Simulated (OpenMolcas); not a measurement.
A run on Mn4+ with its 6 nearest chloride ions at 2.499 Å, on the Zr site of Cs2ZrCl6 (a = 10.407 Å, distance in the model lattice 2.446 Å). The rest of the host is ab initio model potentials to 7.6 Å and point charges beyond; the distance is set by hand and nothing relaxes. Ligand basis ANO-RCC-VDZP.

```yaml
Program: OpenMolcas
Method: "SS-CASPT2, IPEA 0.25 Eh, imaginary shift 0.1 Eh (closed shells correlated: 3s 3p and the ligand valence shells)"
Basis: ANO-RCC-VDZP [5s4p2d1f]
Scalar_Hamiltonian: DKH2, point nucleus
Active_space: 3 electrons in 5 orbitals (3d)
State_averaging: 2S+1 = 4 even, 10 roots; 2S+1 = 2 even, 40 roots
Spin-orbit_coupling: state interaction with AMFI integrals over the reference wave functions
```

First CASPT2 step and the start of its output:

```
&CASPT2
Multistate=10 1 2 3 4 5 6 7 8 9 10
NoMult
Frozen=17 18
IPEA=0.25
Imaginary=0.1
MaxIter=60
WThr=0.0 0.3 0.05
PrWF=0.5
NoMix
```

```
--- CASPT2 ---
Orbital specifications:
      -----------------------

      Symmetry species                           1   2
                                                ag  au
      Frozen orbitals                           17  18
      Inactive orbitals                         13  15
      Active orbitals                            5   0
      Secondary orbitals                        34  40
      Deleted orbitals                           0   0
      Number of basis functions                 69  73
Type of calculation                        SS-CASPT2
      Fock operator                              state-specific
      IPEA shift                                 0.25
      Real shift                                 0.00
      Imaginary shift                            0.10
      The input orbitals will be transformed to quasi-canonical
Reference energy:       -3922.9440173358
      E2 (Non-variational):      -1.5324683858
      Shift correction:          -0.0040745755
      E2 (Variational):          -1.5365429613
      Total energy:           -3924.4805602971
      Residual norm:              0.0000003398
      Reference weight:           0.59579
      Contributions to the CASPT2 correlation energy
      Active & Virtual Only:         -0.0188750416
      One Inactive Excited:          -0.2252332693
      Two Inactive Excited:          -1.2883600748
Reference energy:       -3922.8993673979
      E2 (Non-variational):      -1.4524652489
      Shift correction:          -0.0045440382
      E2 (Variational):          -1.4570092870
      Total energy:           -3924.3563766849
      Residual norm:              0.0000009302
      Reference weight:           0.60346
      Contributions to the CASPT2 correlation energy
      Active & Virtual Only:         -0.0140790226
...
```

Over all roots the printed reference weights run from 0.22 to 0.60, and roots that are degenerate in the reference spread by up to 18000 cm-1.

Q: Did the run give usable levels, and if not, why?

A: No. The equations converged, but the reference weight falls to 0.22 for at least one root against 0.60 for the best. A drop of that size marks an intruder state, so the energies of such roots and the levels built on them can't be trusted.
